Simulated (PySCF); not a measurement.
# Two-component Hartree-Fock for I²⁹⁺ (iodine, charge +29)

Start: [Ar] 3d6; 3d3/2 filled at m_j = -3/2, -1/2, +1/2, +3/2; 3d5/2 filled at m_j = +3/2, +5/2. Calculated with PySCF 2.14 in an even-tempered Gaussian basis (16 s from 4.6 bohr⁻², ratio 2.8; 12 p from 6 bohr⁻², ratio 2.8; 8 d from 6 bohr⁻², ratio 2.8; 3 f from 22 bohr⁻², ratio 3): generalised Hartree-Fock with the X2C-1e Hamiltonian and a Gaussian nucleus; one run each with spin-orbit coupling (SO) switched off, then screened by Boettger's factors.

| spinor shell | electrons | ε, spin-free (eV) | ε, screened SO (eV) | weight of nominal j (screened SO) | rms radius, screened SO (bohr) |
| --- | --- | --- | --- | --- | --- |
| 1s1/2 | 2 | -34553.4 | -34549.2 | 1.000 | 0.0311 |
| 2s1/2 | 2 | -6436.5 | -6434.7 | 1.000 | 0.126 |
| 2p1/2 | 2 | -5897.5 | -6111.1 | 0.999 | 0.109 |
| 2p3/2 | 4 | -5897.5 | -5799.7 | 1.000 | 0.114 |
| 3s1/2 | 2 | -2149.4 | -2148.9 | 1.000 | 0.320 |
| 3p1/2 | 2 | -1968.0 | -2021.8 | 0.975 | 0.311 |
| 3p3/2 | 4 | -1968.0 | -1943.0 | 0.987 | 0.321 |
| 3d3/2 | 4 | -1738.2 | -1744.6 | 0.808 | 0.286 |
| 3d5/2 | 2 | -1738.2 | -1727.4 | 0.793 | 0.288 |

```json
{"quantity": "E (hartree)", "spin-free": "-6590.92496", "screened SO": "-6593.46808"}
{"quantity": "M_J", "spin-free": "4", "screened SO": "4"}
{"quantity": "⟨J²⟩", "spin-free": "20.001", "screened SO": "20.035"}
{"quantity": "⟨L²⟩", "spin-free": "6.000", "screened SO": "8.275"}
{"quantity": "⟨S²⟩", "spin-free": "6.000", "screened SO": "4.704"}
```

Each row is a mean over spinors that exchange with the open shell spreads, by up to 33.837 eV (3p3/2).

Rows whose weight is well below 1 are mixtures of j = l ± 1/2: exchange outweighs spin-orbit coupling there, and the label is only the starting occupation.

Breit and QED terms are absent; they matter most for the inner s and p1/2 levels.

Densities and radii are taken from the X2C orbitals without a picture-change correction, which distorts them close to the nucleus.

Without spin-orbit coupling the j labels of p, d and f shells carry no meaning; the spin-free column gives the mean over the occupied spinors of each nl shell.
